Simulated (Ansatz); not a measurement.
Vertical singlet–triplet gap (eV) of eight silicon and germanium compounds: PBE beside CAM-B3LYP, computed with Ansatz (an electronic-structure program) for isolated molecules in the bases named; differences from unrounded values. The eight are the first of their class met in an unordered collection, after screening for sound electronic states; none was chosen by its value. Functionals give these values as differences of separate SCF runs (ΔSCF), EOM-CCSD as a root; each molecule has one DFT geometry for both levels.

```tsv
molecule	basis	CAM-B3LYP	PBE	difference
CH8FNOSi2, SMILES N[SiH2][Si@@H](O)CF	def2-SVPD	5.10	4.23	-0.87
C3H10ClNSi, SMILES C[C@@H](N)[Si@H](C)Cl	def2-SVPD	6.17	5.57	-0.60
Si(OH)2(SH)2 (H4O2S2Si), SMILES [Si](O)(O)(S)S	def2-SVPD	5.95	5.56	-0.39
C2H8O2Si, SMILES C[Si@H](O)CO	def2-TZVPD	6.28	5.50	-0.78
SiH₂Br₂, SMILES [SiH2](Br)Br	def2-SVPD	6.31	5.51	-0.80
N-methyl-N-silylmethanamine (C2H9NSi), SMILES CN(C)[SiH3]	def2-SVPD	5.53	4.94	-0.59
CH5ClO2Si, SMILES C[Si](O)(O)Cl	def2-SVPD	7.99	6.86	-1.13
CH₃F₃OSi, SMILES O[Si](F)(F)CF	def2-SVPD	7.50	6.70	-0.81
```

PBE lies below CAM-B3LYP in 8 and above it in 0 of the eight; the mean signed difference is -0.75 and the largest -1.13 eV.
